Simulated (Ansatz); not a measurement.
Program: Ansatz 0.2.0.

A structure relaxed at PBE0-D4/def2-TZVP, charge 0, multiplicity 1:

| atom | x (Å) | y (Å) | z (Å) |
| --- | --- | --- | --- |
| O1 | -0.503 | 1.641 | -1.214 |
| C2 | -0.146 | 1.709 | -0.070 |
| O3 | 0.176 | 0.681 | 0.712 |
| B4 | 0.134 | -0.662 | 0.273 |
| O5 | -0.232 | -1.020 | -0.966 |
| S6 | 0.622 | -1.855 | 1.540 |
| H7 | -0.042 | 2.656 | 0.476 |
| H8 | -0.455 | -0.232 | -1.491 |
| H9 | 0.446 | -2.918 | 0.740 |

Question: Give its formula and SMILES.

Answer: CH3BO3S, `O=COB(O)S`.

Question: Point group (tolerance 0.08 Å, 0.16 Å for H)?

Answer: Cs.

Question: Summarise the bond lengths by kind.

Answer: 2 × C–O 1.201 to 1.332 Å; 1 × C–H 1.098 Å; 2 × B–O 1.341 to 1.413 Å; 1 × B–S 1.807 Å; 1 × H–O 0.973 Å; 1 × H–S 1.342 Å.
